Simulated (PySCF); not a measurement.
```xyz
11

O     -0.5654     0.7999     1.5236
Si    -0.9852    -0.5783     0.7193
O     -2.4242    -0.4637    -0.0806
Si     0.8158    -0.9038    -0.7172
Si     2.0103     0.8273    -1.1839
H     -1.0961     1.0659     2.2797
H     -1.2217    -1.6883     1.6666
H     -2.4532     0.1120    -0.8504
H      0.6706    -1.9109    -1.7949
H      3.0686     0.8217    -2.2172
H      2.1806     1.9183    -0.2050
```

Charge 0, multiplicity 1.

**Question.** Give the Mulliken and meta-Löwdin atomic charges from ωB97X-D3(BJ)/def2-TZVP // B3LYP-D3(BJ)/def2-TZVP in PySCF 2.14.0.

**Answer.** 
```tsv
atom	Mulliken (e)	meta-Löwdin (e)
O1	-0.51	-0.76
Si2	0.52	1.04
O3	-0.51	-0.75
Si4	-0.13	-0.09
Si5	0.02	0.18
H6	0.32	0.35
H7	-0.06	-0.14
H8	0.32	0.35
H9	0.01	-0.05
H10	0.00	-0.06
H11	0.02	-0.06
```
